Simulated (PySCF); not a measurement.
**Removal energies of Sc³⁺ from EOM-IP-GCCSD**

Reference: closed-shell Sc³⁺, [Ar]; one electron is removed. Calculated with PySCF 2.14, two-component X2C-1e with screened spin-orbit coupling, x2c-TZVPPall-2c with one added diffuse shell each of s, p, d, f type (7s8p5d3f1g, 86 functions); frozen 1s2; of the others 102 kept and the rest restored at second order. No Breit or QED terms. Binding energies in eV.

```json
{"level": "2p1/2", "Koopmans": "463.01", "second order": "452.68", "EOM-CCSD": "454.79"}
{"level": "2p3/2", "Koopmans": "458.21", "second order": "447.97", "EOM-CCSD": "450.05"}
{"level": "3s1/2", "Koopmans": "101.75", "second order": "95.474", "EOM-CCSD": "94.668"}
{"level": "3p1/2", "Koopmans": "74.013", "second order": "73.349", "EOM-CCSD": "73.543"}
{"level": "3p3/2", "Koopmans": "73.432", "second order": "72.793", "EOM-CCSD": "72.987"}
```

In EOM-CCSD the overlap with the one-orbital guess is low for 3s1/2 (weight 0.77). That can mean mixing with two-hole, one-particle states, where second order and EOM-CCSD lose accuracy, or only a rotation among the degenerate components of the shell; the terms of those configurations are not listed.

For comparison, the ionisation energy of Sc³⁺ is 73.489 eV (measured; NIST Atomic Spectra Database, ionization energies).

The screened spin-orbit operator tends to give fine-structure splittings of light species too large.

Gaps of this size point to the basis (7s8p5d3f1g), which has few functions of high l to correlate and polarise the inner shells.

Where second order misses EOM-CCSD by more than 1 eV, it overshoots the relaxation and correlation of that hole or particle, which higher orders damp.
